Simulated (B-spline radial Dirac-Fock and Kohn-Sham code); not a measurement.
**Mg⁺: input and output of one calculation**

ΔSCF core binding energies without Breit or QED terms, calculated with a radial B-spline solver. Keys: rel is the Hamiltonian (dirac, or spin-free x2c and nr, where L3 and M5 stand for the whole 2p and 3d shells), method is hf or an exchange,correlation pair (spin-unpolarised, also for the hole states), nuc the nuclear model, radius_factor scales its radius, rmax is the box in bohr, h the logarithmic mesh step, order the B-spline order, points the quadrature points per cell, c_factor scales the speed of light, and damp, ndamp, maxit and tol steer the iteration. The run stops when the commutator error falls below 10·tol·max(1, Z/10), or the numerical noise floor, and the energy has settled to about 1e-8 Ha; the virial ratio is −V/T.

Input (task.json):

```json
{"items": [{"Z": 12, "q": 1, "cfg": [[1, 0, 2], [2, 0, 2], [2, 1, 6], [3, 0, 1]], "A": 24, "rrms": 3.057, "do": "settings", "holes": ["K", "L3", "M5"],
  "settings": [{"rel": "dirac", "method": "lda,xyz", "nuc": "fermi", "radius_factor": 1.0, "rmax": 45.0, "h": 0.3, "order": 8, "points": 10, "c_factor": 1.0, "maxit": 84, "damp": 0.5, "ndamp": 3, "tol": 1e-08}]}]}
```

Command: `python xray2_run.py task.json out`

The program stops without a result: KeyError: "LibXCFunctional: name 'XYZ' not found.".

Question: One setting is unsound. Which, and why?

Answer: method names a functional that the program does not serve. With the default settings (Dirac Hartree-Fock): The ground state converged in 9 iterations, with total energy -199.69187 Ha, virial ratio 1.99679 and highest orbital energy -14.76 eV. ΔSCF binding energies: L3 (2p3/2) 66.45 eV. Holes are computed only in closed shells, and unreliable hole states are left out.
